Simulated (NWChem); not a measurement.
# SiH₂Cl₂; SMILES Cl[SiH2]Cl

Results from NWChem. Pople sets run with spherical d functions. Geometry: optimised at PBE0/def2-SVP. Computed dipoles belong to the equilibrium geometry; the measured one is vibrationally averaged.

Measured dipole moment: 1.13 D (NIST CCCBDB, as tabulated in the package chemicals).

```
level                    dipole moment (D)  computed − measured
-----------------------  -----------------  -------------------
Hartree-Fock/STO-3G                      ?                    ?
Hartree-Fock/3-21G                    2.83                +1.70
Hartree-Fock/6-31G*                   1.93                +0.80
Hartree-Fock/6-31+G*                  1.88                +0.75
Hartree-Fock/6-311G**                 1.95                +0.82
Hartree-Fock/6-311++G**                  ?                    ?
```

Task: Some entries are withheld; supply them.

Result: 
- Hartree-Fock/6-311++G**, dipole moment (D): 1.88
- Hartree-Fock/6-311++G**, computed − measured: +0.75
- Hartree-Fock/STO-3G, dipole moment (D): 3.00
- Hartree-Fock/STO-3G, computed − measured: +1.87
